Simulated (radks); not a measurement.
Ga1.5+, 29.5 electrons, occupied as [Ar] 3d10 4p(up 0.5, down 0.5) 4s(up 0.5, down 0) (fractional occupations, a model configuration). Method: scalar-relativistic Kohn-Sham, PBE, spin-polarised, spherical densities, point nucleus; computed with a radial shooting solver on a logarithmic mesh with Libxc functionals. Some entries of the table are withheld. Estimate them.

orbital  occ.  eigenvalue (hartree)  <r> (bohr)  r(max) (bohr)
1s up       1             -376.5348     0.04860        0.03178
1s down     1             -376.5337     0.04860        0.03178
2s up       1             -46.96927      0.2178         0.1824
2s down     1             -46.96898      0.2178         0.1824
2p up       3             -40.96202      0.1907         0.1464
2p down     3             -40.96156      0.1907         0.1464
3s up       1              -6.02896      0.6520         0.5646
3s down     1              -6.02761      0.6518         0.5646
3p up       3              -4.21869         (1)         0.5670
3p down     3              -4.21689         (2)         0.5670
3d up       5              -1.28617      0.8012         0.5337
3d down     5              -1.28185      0.7975         0.5334
4s up     0.5              -0.82364       2.115            (3)
4s down     0              -0.80159       2.122            (4)
4p up     0.5              -0.52889         (5)          2.180
4p down   0.5              -0.50897         (6)          2.190

Answer. 
(1) 3p up <r> (bohr): 0.6793
(2) 3p down <r> (bohr): 0.6788
(3) 4s up r(max) (bohr): 1.799
(4) 4s down r(max) (bohr): 1.797
(5) 4p up <r> (bohr): 2.606
(6) 4p down <r> (bohr): 2.635
